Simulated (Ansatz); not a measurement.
The same atomization along the group O, S, Se.

Computed with Ansatz on PBE0-D4/def2-TZVP structures; ΔE is electronic, products minus reactants. CCSD(T)/CBS adds triple-zeta CCSD(T) − MP2 to the extrapolated MP2 energy (def2 sets, frozen cores). This one scheme is used for every species, atoms too. No spin–orbit coupling; open shells (•) take unrestricted orbitals. Spin–orbit coupling would lower the free atoms: a little for C, F, O, S; clearly for Se; strongly for In. def2 core potentials past Kr. Bonds to In, Se are less sure, by a few kJ/mol each and by 10 to 20 or more in all where they break to atoms, as the def2 sets lack core-valence functions. Scalar relativity is left out up to krypton. Each species was taken in one conformer, which may not be the lowest.

(1) Order these by ΔE at CCSD(T)/CBS, lowest first. (Estimate.)
A. `C[Se][In]([F])[F]` → C• + 2 F• + 3 H• + In• + Se•
B. `C[S][In]([F])[F]` → C• + 2 F• + 3 H• + In• + S•
C. `C[O][In]([F])[F]` → C• + 2 F• + 3 H• + In• + O•

Largest T1 diagnostic: 0.017, for `C[O][In]([F])[F]`.

Results:

(1) A (+2651.1 kJ/mol), B (+2691.1 kJ/mol), C (+2778.5 kJ/mol).

For atomizations the MP2-based limit and the directly extrapolated one differ by several kJ/mol either way, and by 10 to 25 for some Ge, Se and Sn compounds, so smaller differences from it don't rank the levels.
